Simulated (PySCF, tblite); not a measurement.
C₃H₁₁PSSi₂.
Numbering: `[CH3:1][S:2]/[CH:3]=[CH:4]\[SiH2:5][PH:6][SiH3:7]` (hydrogens: H8, H9, H10 on C1; H11 on C3; H12 on C4; H13, H14 on Si5; H15 on P6; H16, H17, H18 on Si7)

Structure used (GFN2-xTB), in Å, numbered top down from 1:
```xyz
18
C3H11PSSi2 angstrom
C     -3.4337    1.0231   -0.2879
S     -1.6782    0.6470   -0.5950
C     -1.6555   -1.0479   -0.1527
C     -0.5844   -1.8310   -0.2389
Si     1.1086   -1.2715   -0.8255
P      2.0563   -0.1414    0.8613
Si     3.4632    1.2123   -0.2092
H     -3.6685    0.8403    0.7570
H     -3.5740    2.0741   -0.5195
H     -4.0544    0.4132   -0.9382
H     -2.6130   -1.3998    0.2057
H     -0.7020   -2.8573    0.0810
H      1.9469   -2.4476   -1.0741
H      0.9687   -0.4886   -2.0599
H      1.0421    0.7863    0.9749
H      4.5893    0.3924   -0.6530
H      2.8725    1.8916   -1.3654
H      3.9074    2.2111    0.7629
```

Jobs on this species (18 atoms, 88 electrons) with PySCF (density fitting) and tblite. Hardware of each: one thread, Arm Neoverse V1 (aarch64), no GPU, shared host. Times come from a shared host and carry two figures at best.

Question: Rank these jobs by wall time, shortest first.
A. PBE0/pcSseg-1; shieldings, charges and field gradients, density and orbital grids written; 202 basis functions
B. GFN2-xTB; Hessian by finite differences
C. GFN2-xTB; L-BFGS relaxation

Answer: B (0.91 s), C (1.7 s), A (44 s).

All jobs:

```tsv
level and settings	work	basis functions	SCF cycles	wall time
GFN2-xTB	Hessian by finite differences	–	–	0.91 s
GFN2-xTB	L-BFGS relaxation	–	–	1.7 s
PBE0/pcSseg-1	shieldings, charges and field gradients, density and orbital grids written	202	14	44 s
```

Q: What do all jobs in the table cost together?

A: About 47 s; the longest takes about 94 % of that, and about 48 times as long as the shortest.
